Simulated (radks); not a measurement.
Pd3+, 43 electrons, occupied as [Kr] 4d7. Method: Dirac Kohn-Sham, PBE, spin-unpolarised, spherical densities, point nucleus; open shells are shared between the two j in proportion to 2j + 1; computed with a radial shooting solver on a logarithmic mesh with Libxc functionals.

Spin-orbit splittings of the eigenvalues, e(l+1/2) - e(l-1/2), with zeta = 2 splitting/(2l+1) and mean radii in bohr:

| shell | occ. | splitting (eV) | zeta (eV) | <r> j=l-1/2 | <r> j=l+1/2 |
|---|---|---|---|---|---|
| 2p | 6 | 159.4 | 106.3 | 0.1171 | 0.1221 |
| 3p | 6 | 27.79 | 18.53 | 0.3711 | 0.3820 |
| 3d | 10 | 5.542 | 2.217 | 0.3555 | 0.3590 |
| 4p | 6 | 4.589 | 3.059 | 1.004 | 1.033 |
| 4d | 7 | ? | ? | 1.298 | 1.311 |

Estimate the 4d splitting.

Answer. 0.5757 eV (zeta = 0.2303 eV).
